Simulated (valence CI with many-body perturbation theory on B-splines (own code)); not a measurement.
# E1 transitions of Sn35+

Method: configuration interaction combined with many-body perturbation theory (CI+MBPT): five valence electrons over a frozen Dirac-Fock core [Ne], radial functions for each j: 9 s, 9 p, 8 d, 6 f, 3 g, 1 h, with the one-electron correlation potential Σ1 (screened to all orders), the two-electron term Σ2, the three-electron term Σ3, Breit, model QED; selected single and double excitations, second order for the rest (own B-spline code, finite nucleus).

No measured spectrum was set against this ion. As an estimate, large intervals hold to a few tenths of a per cent, small ones and those within an open d or f shell to about a per cent. Among the levels kept, up to 540 cm⁻¹ of a level comes from second order outside the variational space, and about a tenth of that is noise between levels of different J, which matters for small intervals.

Lines 151 to 200 of 211 in falling wavelength, among levels below 2426700 cm⁻¹, chosen from the strongest by gf and those to the six lowest levels. Wavelengths and rates use the calculated energies. Electric multipoles are in the length gauge, E1 and E2 with the static RPA response of the core. Weak lines are less certain than strong ones. Lines between different terms over intervals too small for the method are left out, as are lines whose strength nearly cancels. Where a level lies close to another of its J and parity, the split of strength between their lines is uncertain. The highest levels of a list are the least certain.

Levels are named by their leading jj configuration (3d3/2^4 stands for four electrons in 3d with j = 3/2), which in mixed levels can hold well under half, so a name can repeat and another be missing. Letters in brackets count levels of one name in rising energy.

```tsv
λ vac (Å)	Upper	Lower	A (s⁻¹)	S (a.u.)
74.18	(3s 3p1/2 3p3/2^3) J=3/2 [b]	(3s^2 3p1/2 3p3/2^2) J=1/2	4.66e+10	3.75e-02
72.77	(3s^2 3p1/2 3p3/2 3d3/2) J=1/2 [c]	(3s^2 3p1/2 3p3/2^2) J=3/2	6.39e+10	2.43e-02
72.76	(3s^2 3p1/2 3p3/2 3d3/2) J=5/2 [c]	(3s^2 3p1/2 3p3/2^2) J=3/2	2.68e+10	3.05e-02
72.64	(3s^2 3p1/2 3p3/2 3d5/2) J=3/2 [b]	(3s^2 3p1/2 3p3/2^2) J=5/2	8.26e+10	6.25e-02
72.31	(3s^2 3p1/2 3p3/2 3d5/2) J=5/2 [b]	(3s^2 3p1/2 3p3/2^2) J=5/2	1.08e+11	1.20e-01
71.73	(3s^2 3p1/2 3p3/2 3d5/2) J=1/2	(3s^2 3p1/2 3p3/2^2) J=1/2	2.62e+11	9.55e-02
71.72	(3s^2 3p3/2^2 3d5/2) J=3/2	(3s^2 3p3/2^3) J=3/2	2.05e+11	1.50e-01
70.37	(3s 3p1/2 3p3/2^3) J=3/2 [b]	(3s^2 3p1/2 3p3/2^2) J=5/2	1.63e+11	1.12e-01
70.36	(3s^2 3p3/2^2 3d5/2) J=5/2 [b]	(3s^2 3p3/2^3) J=3/2	2.91e+11	3.00e-01
69.64	(3s^2 3p1/2 3p3/2 3d5/2) J=3/2 [b]	(3s^2 3p1/2 3p3/2^2) J=3/2	3.56e+10	2.37e-02
69.34	(3s^2 3p1/2 3p3/2 3d5/2) J=5/2 [b]	(3s^2 3p1/2 3p3/2^2) J=3/2	1.52e+11	1.50e-01
68.07	(3s 3p3/2^4) J=1/2	(3s^2 3p3/2^3) J=3/2	4.75e+11	1.48e-01
67.55	(3s 3p1/2 3p3/2^3) J=3/2 [b]	(3s^2 3p1/2 3p3/2^2) J=3/2	6.01e+10	3.66e-02
67.19	(3s^2 3p1/2 3p3/2 3d3/2) J=5/2 [a]	(3s^2 3p1/2^2 3p3/2) J=3/2	9.80e+08	8.81e-04
67.17	(3s^2 3p1/2 3p3/2 3d3/2) J=3/2 [a]	(3s^2 3p1/2^2 3p3/2) J=3/2	1.24e+10	7.40e-03
66.82	(3s^2 3p1/2 3p3/2 3d3/2) J=1/2 [a]	(3s^2 3p1/2^2 3p3/2) J=3/2	3.85e+09	1.13e-03
65.62	(3s 3p1/2 3p3/2^3) J=3/2 [a]	(3s^2 3p1/2^2 3p3/2) J=3/2	1.16e+09	6.45e-04
65.52	(3s^2 3p1/2 3p3/2 3d5/2) J=1/2	(3s^2 3p1/2 3p3/2^2) J=3/2	1.26e+10	3.49e-03
65.17	(3s^2 3p3/2^2 3d5/2) J=1/2	(3s^2 3p1/2 3p3/2^2) J=1/2	1.49e+10	4.07e-03
63.25	(3s^2 3p3/2^2 3d3/2) J=1/2	(3s^2 3p1/2 3p3/2^2) J=1/2	3.03e+10	7.57e-03
63.14	(3s^2 3p1/2 3p3/2 3d5/2) J=5/2 [a]	(3s^2 3p1/2^2 3p3/2) J=3/2	1.15e+05	8.60e-08
63.08	(3s^2 3p3/2^2 3d3/2) J=3/2 [a]	(3s^2 3p1/2 3p3/2^2) J=1/2	3.45e+10	1.71e-02
62.32	(3s^2 3p3/2^2 3d5/2) J=7/2	(3s^2 3p1/2 3p3/2^2) J=5/2	1.14e+10	1.09e-02
60.45	(3s^2 3p3/2^2 3d3/2) J=5/2	(3s^2 3p1/2 3p3/2^2) J=5/2	2.60e+11	1.70e-01
60.31	(3s^2 3p3/2^2 3d3/2) J=3/2 [a]	(3s^2 3p1/2 3p3/2^2) J=5/2	1.44e+11	6.25e-02
60.00	(3s^2 3p3/2^2 3d5/2) J=1/2	(3s^2 3p1/2 3p3/2^2) J=3/2	4.37e+09	9.32e-04
59.70	(3s^2 3p1/2 3p3/2 3d3/2) J=5/2 [b]	(3s^2 3p1/2^2 3p3/2) J=3/2	2.60e+11	1.64e-01
59.38	(3s^2 3p3/2^2 3d3/2) J=7/2	(3s^2 3p1/2 3p3/2^2) J=5/2	3.36e+11	2.78e-01
59.27	(3s^2 3p3/2^2 3d3/2) J=3/2 [b]	(3s^2 3p1/2 3p3/2^2) J=1/2	3.23e+11	1.33e-01
59.17	(3s^2 3p1/2 3p3/2 3d3/2) J=1/2 [b]	(3s^2 3p1/2^2 3p3/2) J=3/2	2.04e+11	4.17e-02
58.62	(3s^2 3p1/2 3p3/2 3d5/2) J=3/2 [a]	(3s^2 3p1/2^2 3p3/2) J=3/2	6.42e+09	2.55e-03
58.37	(3s^2 3p3/2^2 3d3/2) J=1/2	(3s^2 3p1/2 3p3/2^2) J=3/2	4.25e+11	8.33e-02
58.36	(3s^2 3p3/2^2 3d3/2) J=5/2	(3s^2 3p1/2 3p3/2^2) J=3/2	1.33e+11	7.82e-02
58.27	(3s^2 3p1/2 3p3/2 3d3/2) J=3/2 [b]	(3s^2 3p1/2^2 3p3/2) J=3/2	5.36e+11	2.10e-01
58.23	(3s^2 3p3/2^2 3d3/2) J=3/2 [a]	(3s^2 3p1/2 3p3/2^2) J=3/2	2.93e+11	1.14e-01
56.81	(3s^2 3p3/2^2 3d3/2) J=3/2 [b]	(3s^2 3p1/2 3p3/2^2) J=5/2	7.58e+09	2.74e-03
56.79	(3s^2 3p1/2 3p3/2 3d3/2) J=1/2 [c]	(3s^2 3p1/2^2 3p3/2) J=3/2	2.32e+11	4.20e-02
56.79	(3s^2 3p1/2 3p3/2 3d3/2) J=5/2 [c]	(3s^2 3p1/2^2 3p3/2) J=3/2	1.36e+11	7.36e-02
56.35	(3s^2 3p3/2^2 3d5/2) J=5/2 [a]	(3s^2 3p1/2 3p3/2^2) J=5/2	1.45e+09	7.71e-04
55.94	(3s^2 3p3/2^2 3d5/2) J=3/2	(3s^2 3p1/2 3p3/2^2) J=1/2	3.18e+10	1.10e-02
54.96	(3s^2 3p3/2^2 3d3/2) J=3/2 [b]	(3s^2 3p1/2 3p3/2^2) J=3/2	4.16e+09	1.36e-03
54.87	(3s^2 3p1/2 3p3/2 3d5/2) J=3/2 [b]	(3s^2 3p1/2^2 3p3/2) J=3/2	1.91e+10	6.23e-03
54.68	(3s^2 3p1/2 3p3/2 3d5/2) J=5/2 [b]	(3s^2 3p1/2^2 3p3/2) J=3/2	2.03e+10	9.85e-03
54.53	(3s^2 3p3/2^2 3d5/2) J=5/2 [a]	(3s^2 3p1/2 3p3/2^2) J=3/2	1.83e+06	8.78e-07
53.74	(3s^2 3p3/2^2 3d5/2) J=3/2	(3s^2 3p1/2 3p3/2^2) J=5/2	5.45e+09	1.67e-03
53.69	(3s 3p3/2^4) J=1/2	(3s^2 3p1/2 3p3/2^2) J=1/2	1.82e+09	2.78e-04
53.56	(3s 3p1/2 3p3/2^3) J=3/2 [b]	(3s^2 3p1/2^2 3p3/2) J=3/2	5.77e+09	1.75e-03
52.98	(3s^2 3p3/2^2 3d5/2) J=5/2 [b]	(3s^2 3p1/2 3p3/2^2) J=5/2	3.15e+09	1.39e-03
52.28	(3s^2 3p1/2 3p3/2 3d5/2) J=1/2	(3s^2 3p1/2^2 3p3/2) J=3/2	2.43e+09	3.43e-04
52.09	(3s^2 3p3/2^2 3d5/2) J=3/2	(3s^2 3p1/2 3p3/2^2) J=3/2	5.33e+06	1.49e-06
```
